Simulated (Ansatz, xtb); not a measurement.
The molecule HfSb, multiplicity 2 (lowest of 2S+1 = 2, 4, 6, 8 at PBE0/def2-TZVPP; our sources give no spin for the ground state, which may be another). No spin–orbit coupling.

The constants come from a fifth-degree fit in 1/R (seven points, main isotopes). In def2 and cc sets the state is the lowest found near the PBE0 minimum, followed along R.

Programs: Ansatz (a program for electronic structure); xtb for the GFN methods. Values without a source in brackets are computed. In def2 rows elements past Kr take small-core potentials, without spin–orbit coupling. The GFN methods have no spin term and hold the electronic entropy of 300 K.

```csv
level,r_e (Å),ω_e (cm⁻¹),α_e (cm⁻¹),ω_e x_e (cm⁻¹),dipole (D)
GFN1-xTB,2.574,347,8.4e-5,0.70,-
SVWN5/def2-TZVPP,2.507,255,7.2e-5,0.38,4.23
PBE/def2-TZVPP,2.536,246,7.2e-5,0.37,4.26
B3LYP/def2-TZVPP,2.531,250,7.0e-5,0.37,4.50
CAM-B3LYP/def2-TZVPP,2.501,265,6.1e-5,0.30,4.83
```
